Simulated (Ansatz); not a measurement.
`BN(B)[SiH2]F` + `OB(S)Cl` → `BSB(O)Cl` + `BN[SiH2]F`  (ligand exchange at a B–N bond)

Calculated with Ansatz (gas phase, PBE0-D4/def2-TZVP geometries, no zero-point term in ΔE). CCSD(T)/CBS is the MP2 limit (def2-TZVPP, def2-QZVPP) plus CCSD(T) − MP2 in def2-TZVPP, frozen cores. Functionals use def2-TZVPP. B3LYP here is the variant with VWN-RPA as its local correlation; programs differ in this. HSE06 is defined as in plane-wave codes. Each species was taken in one conformer, which may not be the lowest.

```json
{"level": "LDA (SPW92)", "ΔE (kJ/mol)": "5.0", "difference from CCSD(T)/CBS": "-8.7"}
{"level": "BLYP-D4", "ΔE (kJ/mol)": "9.7", "difference from CCSD(T)/CBS": "-4.0"}
{"level": "r2SCAN-D4", "ΔE (kJ/mol)": "7.1", "difference from CCSD(T)/CBS": "-6.6"}
{"level": "B3LYP-D4", "ΔE (kJ/mol)": "13.2", "difference from CCSD(T)/CBS": "-0.5"}
{"level": "r2SCANh-D4", "ΔE (kJ/mol)": "8.7", "difference from CCSD(T)/CBS": "-5.0"}
{"level": "ωB97X-V", "ΔE (kJ/mol)": "14.1", "difference from CCSD(T)/CBS": "0.4"}
{"level": "r2SCANh", "ΔE (kJ/mol)": "8.5", "difference from CCSD(T)/CBS": "-5.2"}
{"level": "HSE06", "ΔE (kJ/mol)": "7.6", "difference from CCSD(T)/CBS": "-6.1"}
{"level": "CAM-B3LYP", "ΔE (kJ/mol)": "15.9", "difference from CCSD(T)/CBS": "2.2"}
{"level": "RPA@PBE/def2-TZVPP", "ΔE (kJ/mol)": "16.8", "difference from CCSD(T)/CBS": "3.1"}
{"level": "HF/def2-SVP", "ΔE (kJ/mol)": "27.7", "difference from CCSD(T)/CBS": "14.0"}
{"level": "CCSD(T)/def2-SVP", "ΔE (kJ/mol)": "16.8", "difference from CCSD(T)/CBS": "3.1"}
{"level": "CCSD(T)/def2-TZVPP", "ΔE (kJ/mol)": "14.8", "difference from CCSD(T)/CBS": "1.1"}
{"level": "HF/def2-QZVPP", "ΔE (kJ/mol)": "25.8", "difference from CCSD(T)/CBS": "12.1"}
{"level": "MP2/CBS(def2)", "ΔE (kJ/mol)": "13.1", "difference from CCSD(T)/CBS": "-0.6"}
{"level": "CCSD/CBS(def2)", "ΔE (kJ/mol)": "16.4", "difference from CCSD(T)/CBS": "2.7"}
{"level": "CCSD(T)/CBS", "ΔE (kJ/mol)": "13.7", "difference from CCSD(T)/CBS": "0"}
```

Problem. What do rigid-rotor, harmonic-oscillator terms from PBE0-D4/def2-TZVP frequencies (298.15 K, 1 bar) make of the CCSD(T)/CBS value? (Estimate.)

Solution. Computed: ΔZPE = +5.6 kJ/mol, ΔH = +19.7 kJ/mol, ΔS = 2 J/(mol·K), ΔG = +19.2 kJ/mol. Modes under 50 cm⁻¹ make the entropy rough.

Largest T1 diagnostic among the species: 0.014.

In def2-TZVPP, CCSD(T) changes the Hartree–Fock value by −10.5 kJ/mol (the triples alone add −2.7 kJ/mol) and MP2 by −11.1 kJ/mol. From BLYP to BHLYP (50 % exact exchange), in def2-TZVPP and without D4, ΔE moves by +9.7 kJ/mol.

CCSD(T)/CBS has its own doubt, a few kJ/mol and more with outer-core shells, so smaller differences from it don't rank the levels.
